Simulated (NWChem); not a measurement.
Program: NWChem. System: H2BCl, charge 0, spin multiplicity 1, at a geometry optimised with PBE0/def2-SVP. The structure started from a generated list of species. Level: RHF/6-311++G** (spherical d).

Input file:

```
start mol
memory heap 200 mb stack 900 mb global 1100 mb
geometry units angstroms nocenter noautoz
  B      0.000000     0.000000     1.183901
  H     -1.060130     0.000000     1.752480
  H      1.060130     0.000000     1.752480
  Cl     0.000000     0.000000    -0.554380
  symmetry group C2v
end
basis spherical
  * library 6-311++g**
end
scf
  rhf
  nopen 0
  maxiter 100
  thresh 1e-7
  semidirect memsize 60000000 filesize 0
end
task scf energy
```

NWChem printed:

```
             Northwest Computational Chemistry Package (NWChem) 7.3.0
             --------------------------------------------------------

                                NWChem Input Module
                                -------------------

 Scaling coordinates for geometry "geometry" by  1.889725989
 (inverse scale =  0.529177249)

 Turning off AUTOSYM since
 SYMMETRY directive was detected!

                             Geometry "geometry" -> ""
                             -------------------------

 Output coordinates in angstroms (scale by  1.889725989 to convert to a.u.)

  No.       Tag          Charge          X              Y              Z
 ---- ---------------- ---------- -------------- -------------- --------------
    1 B                    5.0000     0.00000000     0.00000000     1.18390100
    2 H                    1.0000    -1.06013000     0.00000000     1.75248000
    3 H                    1.0000     1.06013000     0.00000000     1.75248000
    4 Cl                  17.0000     0.00000000     0.00000000    -0.55438000

 Effective nuclear repulsion energy (a.u.)      37.6114870690

            Nuclear Dipole moment (a.u.)
            ----------------------------
        X                 Y               Z
 ---------------- ---------------- ----------------
     0.0000000000     0.0000000000     0.0000094486

      Symmetry information
      --------------------

 Group name             C2v
 Group number             16
 Group order               4
 No. of unique centers     3

      Symmetry unique atoms

     1    2    4


 Summary of "ao basis" -> "" (spherical)
 ------------------------------------------------------------------------------
       Tag                 Description            Shells   Functions and Types
 ---------------- ------------------------------  ------  ---------------------
 *                         6-311++g**                 on all atoms

 Summary of "ao basis" -> "ao basis" (spherical)
 ------------------------------------------------------------------------------
       Tag                 Description            Shells   Functions and Types
 ---------------- ------------------------------  ------  ---------------------
 B                         6-311++g**               10       22   5s4p1d
 H                         6-311++g**                5        7   4s1p
 Cl                        6-311++g**               14       30   7s6p1d

                                 NWChem SCF Module
                                 -----------------

  ao basis        = "ao basis"
  functions       =    66
  atoms           =     4
  closed shells   =    12
  open shells     =     0
  charge          =   0.00
  wavefunction    = RHF
  use symmetry    = T
  symmetry adapt  = T

 Summary of "ao basis" -> "ao basis" (spherical)
 ------------------------------------------------------------------------------
       Tag                 Description            Shells   Functions and Types
 ---------------- ------------------------------  ------  ---------------------
 B                         6-311++g**               10       22   5s4p1d
 H                         6-311++g**                5        7   4s1p
 Cl                        6-311++g**               14       30   7s6p1d

      Symmetry analysis of basis
      --------------------------

        a1         32
        a2          3
        b1         18
        b2         13

 Forming initial guess at       0.0s

      Superposition of Atomic Density Guess
      -------------------------------------

 Sum of atomic energies:        -485.01110033

      Non-variational initial energy
      ------------------------------

 Total energy =    -485.519034
 1-e energy   =    -742.726425
 2-e energy   =     219.595905
 HOMO         =      -0.355485
 LUMO         =      -0.023535

      Symmetry analysis of molecular orbitals - initial
      -------------------------------------------------

  Numbering of irreducible representations:

     1 a1          2 a2          3 b1          4 b2

  Orbital symmetries:

     1 a1          2 a1          3 a1          4 b1          5 b2
     6 a1          7 a1          8 a1          9 b1         10 a1
    11 b2         12 b1         13 b2         14 a1         15 a1
    16 b1         17 b2         18 a1         19 b1         20 a1
    21 b2         22 b1

 Starting SCF solution at       0.3s

 ----------------------------------------------
         Quadratically convergent ROHF

 Convergence threshold     :          1.000E-07
 Maximum no. of iterations :          100
 Final Fock-matrix accuracy:          1.000E-09
 ----------------------------------------------

              iter       energy          gnorm     gmax       time
             ----- ------------------- --------- --------- --------
                 1     -485.3582911335  4.89D-01  1.55D-01      0.3
                 2     -485.3805452509  1.90D-01  6.19D-02      0.3
                 3     -485.3837297003  8.00D-03  2.14D-03      0.3
                 4     -485.3837400713  5.40D-05  1.71D-05      0.4
                 5     -485.3837400718  2.22D-09  5.81D-10      0.4

       Final RHF  results
       ------------------

         Total SCF energy =   -485.383740071761
      One-electron energy =   -743.895557011741
      Two-electron energy =    220.900329871021
 Nuclear repulsion energy =     37.611487068959

        Time for solution =      0.2s

       Symmetry analysis of molecular orbitals - final
       -----------------------------------------------

  Numbering of irreducible representations:

     1 a1          2 a2          3 b1          4 b2

  Orbital symmetries:

     1 a1          2 a1          3 a1          4 b2          5 b1
     6 a1          7 a1          8 a1          9 b1         10 a1
    11 b2         12 b1         13 b2         14 a1         15 a1
    16 b1         17 a1         18 b1         19 b2         20 a1
    21 b2         22 b1

             Final eigenvalues
             -----------------

              1
    1 -104.8390
    2  -10.5677
    3   -8.0356
    4   -8.0337
    5   -8.0331
    6   -7.6728
    7   -1.1200
    8   -0.7071
    9   -0.5658
   10   -0.5440
   11   -0.4887
   12   -0.4400
   13    0.0447
   14    0.0578
   15    0.0709
   16    0.0744
   17    0.1041
   18    0.1140
   19    0.1148
   20    0.1385
   21    0.1586
   22    0.1939

                       ROHF Final Molecular Orbital Analysis
                       -------------------------------------

 Vector   10  Occ=2.000000D+00  E=-5.439903D-01  Symmetry=a1
              MO Center= -8.8D-14, -3.6D-15,  3.5D-01, r^2= 2.4D+00
   Bfn.  Coefficient  Atom+Function         Bfn.  Coefficient  Atom+Function
  ----- ------------  ---------------      ----- ------------  ---------------
    54      0.418051  4 Cl pz                45     -0.260454  4 Cl pz
     9     -0.255213  1 B  pz                51      0.187768  4 Cl pz
    57      0.185355  4 Cl pz

 Vector   11  Occ=2.000000D+00  E=-4.886891D-01  Symmetry=b2
              MO Center=  2.9D-17,  4.4D-15, -4.2D-01, r^2= 1.3D+00
   Bfn.  Coefficient  Atom+Function         Bfn.  Coefficient  Atom+Function
  ----- ------------  ---------------      ----- ------------  ---------------
    53      0.562947  4 Cl py                56      0.343299  4 Cl py
    44     -0.320783  4 Cl py                50      0.228758  4 Cl py

 Vector   12  Occ=2.000000D+00  E=-4.399622D-01  Symmetry=b1
              MO Center= -1.4D-14, -9.2D-18,  1.2D-01, r^2= 2.4D+00
   Bfn.  Coefficient  Atom+Function         Bfn.  Coefficient  Atom+Function
  ----- ------------  ---------------      ----- ------------  ---------------
    52      0.503172  4 Cl px                55      0.359803  4 Cl px
    43     -0.286730  4 Cl px                49      0.209756  4 Cl px
    24      0.156435  2 H  s                 31     -0.156435  3 H  s

 Vector   13  Occ=0.000000D+00  E= 4.465424D-02  Symmetry=b2
              MO Center=  1.2D-16, -3.5D-14,  1.6D+00, r^2= 7.9D+00
   Bfn.  Coefficient  Atom+Function         Bfn.  Coefficient  Atom+Function
  ----- ------------  ---------------      ----- ------------  ---------------
    16      0.978261  1 B  py                60     -0.394610  4 Cl py
    12      0.251581  1 B  py                 8      0.211105  1 B  py
    53     -0.163423  4 Cl py

 Vector   14  Occ=0.000000D+00  E= 5.775635D-02  Symmetry=a1
              MO Center= -1.0D-16,  2.8D-14,  4.3D-01, r^2= 1.4D+01
   Bfn.  Coefficient  Atom+Function         Bfn.  Coefficient  Atom+Function
  ----- ------------  ---------------      ----- ------------  ---------------
    14      4.242148  1 B  s                 58     -2.634888  4 Cl s
    61     -0.935177  4 Cl pz                17     -0.715065  1 B  pz
    26     -0.468195  2 H  s                 33     -0.468195  3 H  s
    13     -0.297125  1 B  pz                25     -0.216980  2 H  s
    32     -0.216980  3 H  s

 Vector   15  Occ=0.000000D+00  E= 7.090864D-02  Symmetry=a1
              MO Center=  1.1D-15, -2.2D-15,  2.5D+00, r^2= 1.3D+01
   Bfn.  Coefficient  Atom+Function         Bfn.  Coefficient  Atom+Function
  ----- ------------  ---------------      ----- ------------  ---------------
    17      1.882406  1 B  pz                58      1.791042  4 Cl s
    14     -0.404845  1 B  s                 10     -0.391472  1 B  s
    61      0.389060  4 Cl pz                25     -0.230279  2 H  s
    32     -0.230279  3 H  s                 26     -0.224967  2 H  s
    33     -0.224967  3 H  s

 center of mass
 --------------
 x =   0.00000000 y =   0.00000000 z =  -0.11102437

 moments of inertia (a.u.)
 ------------------
         114.998584917760           0.000000000000           0.000000000000
           0.000000000000         123.088259343312           0.000000000000
           0.000000000000           0.000000000000           8.089674425553

  Mulliken analysis of the total density
  --------------------------------------

    Atom       Charge   Shell Charges
 -----------   ------   -------------------------------------------------------
    1 B    5     4.93   1.13  0.86  0.38  0.67  1.00  0.40  0.33 -0.01  0.05  0.11
    2 H    1     1.01   0.25  0.58  0.15  0.01  0.02
    3 H    1     1.01   0.25  0.58  0.15  0.01  0.02
    4 Cl  17    17.05   0.78  1.19  0.91  1.08  0.97  1.03  7.41 -1.49  1.03  3.03  1.31 -0.04 -0.16  0.02

       Multipole analysis of the density wrt the origin
       ------------------------------------------------

     L   x y z        total         open         nuclear
     -   - - -        -----         ----         -------
     0   0 0 0     -0.000000      0.000000     24.000000

     1   1 0 0      0.000000      0.000000      0.000000
     1   0 1 0     -0.000000      0.000000      0.000000
     1   0 0 1      0.421762      0.000000      0.000009

     2   2 0 0    -15.552424      0.000000      8.026864
     2   1 1 0     -0.000000      0.000000      0.000000
     2   1 0 1     -0.000000      0.000000      0.000000
     2   0 2 0    -14.236393      0.000000      0.000000
     2   0 1 1      0.000000      0.000000      0.000000
     2   0 0 2    -14.655187      0.000000     65.619065

 Task  times  cpu:        0.4s     wall:        0.4s

 Total times  cpu:        0.5s     wall:        0.5s
```
